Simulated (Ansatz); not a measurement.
Molecular dynamics of CH$_{7}$BrGe

Input file:

```yaml
crystal:
  periodic: [false, false, false]
  atoms:
    - { symbol: Ge, position_ang: [-0.317502, -0.749771, -0.025697] }
    - { symbol: Br, position_ang: [2.554428, -0.373339, -0.410766] }
    - { symbol: H, position_ang: [-0.128125, -1.815703, -1.131783] }
    - { symbol: H, position_ang: [-1.408326, -1.295606, 0.960478] }
    - { symbol: C, position_ang: [-0.651963, 1.129929, -0.484316] }
    - { symbol: H, position_ang: [1.425805, -0.593473, 1.118989] }
    - { symbol: H, position_ang: [0.689296, -0.724263, 1.656715] }
    - { symbol: H, position_ang: [-1.701888, 1.218777, -0.831854] }
    - { symbol: H, position_ang: [-0.515112, 1.754295, 0.418155] }
    - { symbol: H, position_ang: [0.053385, 1.449353, -1.270019] }
basis:
  gaussian: { orbitals: def2-SVP }
hamiltonian:
  xc: blyp
  dispersion: d4
md:
  timestep: 0.5
  n_steps: 200
  ensemble: nve
  temperature: 300.0
  initial_velocities: maxwell_boltzmann
  seed: 5232
```

Command:

```bash
$ ansatz run input.yaml --threads 2 --pin off --max-ram 3072MiB --backend cpu --events-out ev --progress --plain --runs-dir out
```

It starts at the highest image of a converged band. Of that band: A vibrational analysis at the climbing image gives one clearly imaginary mode, 1021i cm⁻¹, and a faint second one (27i cm⁻¹) that may be numerical noise or a soft torsion: probably a first-order saddle point.

Output, in part (step lines, the closing report, with atoms numbered from 0):

```
md step     0: t =     0.00 fs  T =   300.0 K  F+E_penalty+E_count = -127699.02200068 eV  E_kin = 0.310224 eV  conserved = -127698.71177669 eV  (28 SCF iters)
[... lines left out ...]
Total energy: -127700.13247985 eV, -4692.8933103760 hartree
Atom 0 at    -0.995223    -0.841812     0.045261 Å, force     0.855147     0.118480     1.024045 eV/Å
Atom 1 at     3.166897    -0.288239    -0.445258 Å, force    -1.659030    -0.122363    -0.174986 eV/Å
Atom 2 at    -0.622547    -1.942133    -1.052342 Å, force    -0.119474     0.540680     0.357131 eV/Å
Atom 3 at    -2.468407    -1.037376     0.513718 Å, force    -0.042026    -0.012749    -0.166713 eV/Å
Atom 4 at    -0.708300     1.112609    -0.503139 Å, force    -1.052995    -0.691442     0.371107 eV/Å
Atom 5 at     4.535965    -0.189295    -0.291535 Å, force     1.627281     0.125119     0.176223 eV/Å
Atom 6 at    -0.108217    -1.140522     1.440541 Å, force    -0.609036     0.223070    -1.273897 eV/Å
Atom 7 at    -0.741104     1.756389     0.413700 Å, force    -0.158521    -0.237349    -0.445050 eV/Å
Atom 8 at     0.241284     1.234823    -0.989283 Å, force     1.173894     0.048696    -0.335631 eV/Å
Atom 9 at    -1.468744     1.403869    -1.268390 Å, force    -0.015240     0.007857     0.467769 eV/Å
Dipole moment:     0.225994     0.160293    -0.087465 e Å
```

The steps, from the saved trajectory:

```
time (fs)  T (K)  potential energy less start (eV)  conserved less start (meV/atom)
      0.0    300                             0.000                             0.00
      3.0    236                             0.067                             0.08
      6.0    214                             0.089                             0.03
      9.0    182                             0.123                             0.09
     12.0    271                             0.030                             0.06
     15.0    451                            -0.156                            -0.01
     18.0    425                            -0.130                             0.01
     21.0    531                            -0.239                             0.00
     24.0    750                            -0.466                            -0.05
     27.0    633                            -0.344                             0.04
     30.0    650                            -0.361                             0.07
     33.0    803                            -0.521                            -0.06
     36.0    853                            -0.573                            -0.12
     39.0    783                            -0.499                             0.06
     42.0    908                            -0.628                            -0.02
     45.0    911                            -0.632                            -0.07
     48.0    822                            -0.539                             0.14
     51.0   1103                            -0.831                            -0.15
     54.0    897                            -0.616                             0.11
     57.0   1177                            -0.907                            -0.08
     60.0   1259                            -0.992                            -0.04
     63.0   1210                            -0.941                             0.00
     66.0   1319                            -1.054                             0.00
     69.0   1379                            -1.116                            -0.05
     72.0   1351                            -1.087                             0.00
     75.0   1379                            -1.116                             0.02
     78.0   1352                            -1.089                            -0.04
     81.0   1184                            -0.913                             0.09
     84.0   1407                            -1.145                            -0.06
     87.0   1305                            -1.039                            -0.02
     90.0   1333                            -1.068                            -0.05
     93.0   1391                            -1.129                            -0.06
     96.0   1173                            -0.902                             0.12
     99.0   1363                            -1.100                            -0.09
```

All steps were run. The conserved energy stayed within 0.22 meV per atom of its start (net change -0.022 meV per atom), so the integration is sound. The system heated up, since it started high on the potential surface and ran downhill. A run of 0.1 ps of so small a system gives no equilibrium averages. The orbitals stay closed-shell, which can raise the energy where a bond breaks towards radicals; this wasn't checked here.

The step under study would form Ge1–H7, Br2–H6 and break Ge1–Br2, H6–H7. These pairs go: Ge1–H7 1.96 → 1.68 Å, Br2–H6 1.91 → 1.38 Å, Ge1–Br2 2.92 → 4.23 Å, H6–H7 0.92 → 5.05 Å. In the last frame they stand as after the step (other bonds may differ from the relaxed reactants and products). It ends as BrH + CH6Ge. Pairs count as bonded within 1.25 times the sum of covalent radii (0.12 Å more for H–H).

Last frame:

```xyz
10
Properties=species:S:1:pos:R:3
Ge -0.995 -0.842 0.045
Br 3.167 -0.288 -0.445
H -0.623 -1.942 -1.052
H -2.468 -1.037 0.514
C -0.708 1.113 -0.503
H 4.536 -0.189 -0.291
H -0.108 -1.141 1.440
H -0.741 1.756 0.414
H 0.241 1.235 -0.989
H -1.469 1.404 -1.268
```

The run took 7.5 min on 2 threads of Arm Neoverse V1, on a shared host, peak memory 0.16 GiB.
